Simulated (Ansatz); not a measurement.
A run of Ansatz (development build ahead of 0.2.0) on doublet CuO in separate pieces at this shape:

```
atom   x (Å)   y (Å)   z (Å)
  Cu  0.0000  0.0000  0.0000
   O  0.0000  0.0000  5.1600
```

Its results:

```
Converged                       : yes
Total energy                    : -1713.40872 hartree
Spin squared of the determinant : 1.756
Stability test                  : minimum
```

Forces (eV/Å):
| atom | Fx | Fy | Fz |
| --- | --- | --- | --- |
| Cu1 | 0.000 | 0.000 | -0.001 |
| O2 | 0.000 | 0.000 | 0.001 |

(1) Which input gives this output? Name the method, the orbitals and the basis set, and write the input.

## Answers

(1) UHF in def2-SVP.

```yaml
crystal:
  periodic: [false, false, false]
  atoms:
    - { symbol: Cu, position_ang: [0.0, 0.0, 0.0] }
    - { symbol: O, position_ang: [0.0, 0.0, 5.16] }
basis:
  gaussian: { orbitals: def2-SVP }
magnetization:
  spin_polarized: true
  initial_magnetization: 1
hamiltonian:
  xc: hf
output:
  forces: true
```

Caution: the unrestricted determinant is a mixture of spin states.
